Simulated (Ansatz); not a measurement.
The cluster B₈Sb₈, 16 atoms. Hardware: 2 threads of AMD EPYC 7R13 on a shared host and a share (18 GiB) of an NVIDIA H100 80GB HBM3.

In the def2 sets Sb takes a core potential; there is no spin–orbit coupling. Correlated methods freeze 40 core orbitals; core or outer-core shells of Sb are correlated, in sets that lack core-valence functions. Single mean-field runs in def2-TZVP are fitted with def2-universal-jkfit.

Problem. How many basis functions does each of these Ansatz runs have, and roughly what does it cost? RPA@PBE/def2-SVP, charge 0 singlet, energy, from earlier orbitals; MP2/def2-SVP, charge 0 singlet, energy, from earlier orbitals; PBE-D4/def2-SVP, charge 0 singlet, energy, from earlier orbitals; PBE0-D4/def2-TZVP, charge 0 singlet, energy, from earlier orbitals; r2SCAN-D4/def2-TZVP, charge 0 singlet, energy, from earlier orbitals; PBE-D4/def2-TZVP, charge 0 singlet, energy and forces, from earlier orbitals; PBE0-D4/def2-SVP, charge 0 singlet, energy, from earlier orbitals; PBE-D4/def2-SVP, charge 0 singlet, relaxation, 24 steps; PBE-QIDH/def2-TZVP, charge 0 singlet, energy, from earlier orbitals.

Solution. Other jobs shared the machine, so times can vary by a factor of up to 3.

| run | functions | fitting or Cholesky vectors | wall time | peak host memory (GiB) |
| --- | --- | --- | --- | --- |
| PBE-D4/def2-SVP, charge 0 singlet, energy, from earlier orbitals | 320 | 3760 | 11 s | 1 |
| MP2/def2-SVP, charge 0 singlet, energy, from earlier orbitals | 320 | 3824 | 13 s | 1 |
| PBE0-D4/def2-SVP, charge 0 singlet, energy, from earlier orbitals | 320 | 3824 | 15 s | 1.1 |
| PBE-D4/def2-TZVP, charge 0 singlet, energy and forces, from earlier orbitals | 648 | 2344 | 16 s | 1.1 |
| r2SCAN-D4/def2-TZVP, charge 0 singlet, energy, from earlier orbitals | 648 | 2344 | 17 s | 1.1 |
| PBE-QIDH/def2-TZVP, charge 0 singlet, energy, from earlier orbitals | 648 | 2344 | 17 s | 4.3 |
| RPA@PBE/def2-SVP, charge 0 singlet, energy, from earlier orbitals | 320 | 3824 | 17 s | 2 |
| PBE0-D4/def2-TZVP, charge 0 singlet, energy, from earlier orbitals | 648 | 2344 | 19 s | 1 |
| PBE-D4/def2-SVP, charge 0 singlet, relaxation, 24 steps | 320 | 3760 | 1.9 min | 1 |
